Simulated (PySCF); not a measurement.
CH8F2Si3, SMILES FC[SiH2][Si@@H](F)[SiH3].

Geometry optimised at PBE0-D3(BJ)/def2-SVP. The structure was generated by enumeration; whether it is a known compound was not checked. One conformer was computed; it need not be the lowest.

Level of theory: PySCF with TDA-CAM-B3LYP/def2-SVPD.

Vertical excitations. Isolated molecule, no solvent.

Computed lowest excited states:
```
state  energy (eV)  λ (nm)      f                                             main pairs
-----  -----------  ------  -----  -----------------------------------------------------
S1            5.87     211  0.018                                         HOMO→LUMO 91 %
S2            6.73     184  0.217                                       HOMO→LUMO+1 73 %
S3            6.81     182  0.022                                       HOMO−1→LUMO 83 %
S4            7.19     172  0.132                                       HOMO→LUMO+2 88 %
S5            7.40     168  0.139                                       HOMO→LUMO+3 76 %
S6            7.56     164  0.047  HOMO−2→LUMO 38 %, HOMO→LUMO+4 28 %, HOMO−1→LUMO+1 6 %
T1            5.19     239      0                                         HOMO→LUMO 91 %
T2            5.82     213      0                                       HOMO→LUMO+1 79 %
```
Triplets are in the Tamm–Dancoff approximation.
